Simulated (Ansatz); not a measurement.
CH4, charge +1, doublet, at a GFN2-xTB geometry (a state made from the parent by changing its charge; the spin is typed, not shown lowest). Base run: MP2/6-311G** in Ansatz (a first-principles code).

Input for Ansatz:
Ansatz 0.2 input:
```yaml
crystal:
  periodic: [false, false, false]
  atoms:
    - {symbol: C, position_ang: [0.00000000, 0.00000000, 0.00000000]}
    - {symbol: H, position_ang: [-0.85703434, -0.14794203, -0.69179741]}
    - {symbol: H, position_ang: [0.19787981, 1.08062454, -0.16754862]}
    - {symbol: H, position_ang: [-0.37963998, -0.53941635, 0.89436114]}
    - {symbol: H, position_ang: [1.03879451, -0.39326616, -0.03501511]}
basis:
  gaussian:
    orbitals: 6-311G__.json
total_charge: 1
magnetization: {spin_polarized: true, initial_magnetization: 1}
correlation: {method: mp2}
```
The basis file holds 6-311G** in the JSON format of the Basis Set Exchange.

Each row names what was changed in the base input (with any setting that the change needs).

| change | ΔE vs base (mEh) | MP2 correlation (Eh) | basis functions |
|---|---|---|---|
| base | 0.000 | -0.14083 | 42 |
| electrons = all | ? | ? | 42 |
| fitting = cc-pVTZ-JKFIT (mean field), cc-pVTZ-RIFIT (correlation) | 0.016 | -0.14082 | 42 |
| accuracy = high | -0.001 | -0.14084 | 42 |
| electrons = outside_noble_gas | 0.000 | -0.14083 | 42 |
| method = rpa | ? | - | 42 |
| method = bccd | -23.121 | -0.14083 | 42 |
| reference functional = pbe0 | -2.310 | - | 42 |
| method = ccsd_t | ? | -0.14083 | 42 |
| method = ccsd | -23.202 | -0.14083 | 42 |

Problem. Complete the blanks.

Solution. 
- electrons = all, ΔE vs base (mEh): -18.713
- electrons = all, MP2 correlation (Eh): -0.15955
- method = rpa, ΔE vs base (mEh): -52.254
- method = ccsd_t, ΔE vs base (mEh): -26.988
